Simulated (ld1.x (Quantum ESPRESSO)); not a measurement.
**Which setting gave this result? (P, TM)**

Base potential:

| Property | Result |
| --- | --- |
| Element | phosphorus |
| Generator | ld1.x (Quantum ESPRESSO) 7.5 |
| Type | norm-conserving Troullier–Martins (Kleinman–Bylander form) |
| Functional | LDA (PZ) |
| Relativity | non-relativistic |
| Frozen core | [Ne] |
| Valence charge | 5 |
| Reference configuration | 3s2 3p3 |
| Partial waves | 3s (bound): rc 1.50 bohr; 3p (bound): rc 1.75 bohr |
| Local potential | all-electron potential smoothed inside 1.55 bohr (lloc = -1) |
| Core correction | none |

Cutoffs, loose and tight: the cutoffs (Ry, on a coarse ladder) from which the occupation-weighted sum of valence levels, in a spherical-Bessel basis at the reference potential, stays within 10 and 1 mRy of its value at 400 Ry. They do not see the model core or the augmentation charge, which bear on the density cutoff. Test errors are all-electron minus pseudo excitation energies from the reference, over the configurations 3s2 3p2; 3s2 3p1; 3s2 3p0; 3s1 3p4; 3s1 3p3; 3s2 3p2.5; 3s0 3p5 (two spin-polarised tests are not counted in the largest error); variants that change the core or the reference have their own tests.

Only the scale of all radii (base = 1) is moved:

```
scale of all radii (base = 1)  cutoff, loose  cutoff, tight  bound ghosts  largest test error (meV)  median size of the test errors
                         0.76          70 Ry         160 Ry          none                      +242                        19.8 meV
                         0.86          40 Ry          90 Ry          none                      +187                        14.8 meV
                         0.97          21 Ry          50 Ry          none                      +167                        12.0 meV
                         1.08          21 Ry          50 Ry          none                      +164                        11.5 meV
                         1.26          18 Ry          40 Ry          none                      +168                         6.9 meV
                         1.37          15 Ry          35 Ry          none                      +170                         5.6 meV
```

Problem. One more run gave cutoff, loose: 18 Ry; cutoff, tight: 40 Ry; bound ghosts: none; largest test error (meV): +165; median size of the test errors: 9.2 meV. Which value of the scale of all radii (base = 1) was used?

Solution. 1.2. The median size of the test errors moves one way along this sweep, from 19.8 meV at 0.76 to 5.6 meV at 1.37, which places the run between 1.08 and 1.26.
